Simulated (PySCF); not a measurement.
# Germanium: a sound run and one with changed settings

Sound run: Ge [Ar] 3d10 4s2 4p2, Ge⁺ [Ar] 3d10 4s2 4p1. Computed with PySCF 2.14 in aug-cc-pVDZ-PP with ECP10MDF (5s4p3d, 32 functions), with scalar relativity through the core potential. In the sound run the correlated levels freeze 3s2 3p6 3d10 outside the core potential. The sound run starts from symmetry-adapted Hartree-Fock orbitals and uses a fine grid where one is needed.

Changed run: a valence shell is frozen. This setting is unsound on purpose.

```csv
species,method,sound run (hartree),changed run (hartree),converged
Ge,MP2,-293.38285,-293.34593,yes
Ge,CCSD(T),-293.39989,-293.34809,yes
```

Ionisation energy of Ge:

```tsv
method	sound run (eV)	changed run (eV)
UHF	7.411	7.411
MP2	7.680	7.525
SCS-MP2	7.610	7.449
CCSD	7.710	7.583
CCSD(T)	7.722	7.583
CCSDT	n/a	7.583
FCI	n/a	7.583
```

Freezing a valence shell removes pair correlation that changes on ionisation.

For comparison, NIST gives 7.899 eV between the lowest levels.
